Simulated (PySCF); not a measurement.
The PySCF input:
```python
from pyscf import gto, scf, dft
from pyscf.prop import polarizability

mol = gto.M(
    atom='''
I    -0.00000000   -0.00000000   -0.02909776
H     0.00000000    0.00000000    1.54218108
''',
    basis='def2-tzvp',
    ecp={'I': 'def2-tzvp'},
    verbose=4,
)

mf = dft.RKS(mol)
mf.xc = 'pbe'
mf.kernel()
alpha = mf.Polarizability().polarizability()[2, 2]
print('alpha_zz =', alpha)
```

Question: Give the total energy at the level PBE/def2-TZVP, polarisability in PySCF.

Answer: -298.2899 Eh

Question: Predict the HOMO-LUMO gap from PBE/def2-TZVP, polarisability.

Answer: 5.31 eV

Question: What dipole moment does PBE/def2-TZVP, polarisability give?

Answer: 0.47 D

Question: What is the computed polarisability along z (PBE/def2-TZVP, polarisability)?

Answer: 31.8 bohr³
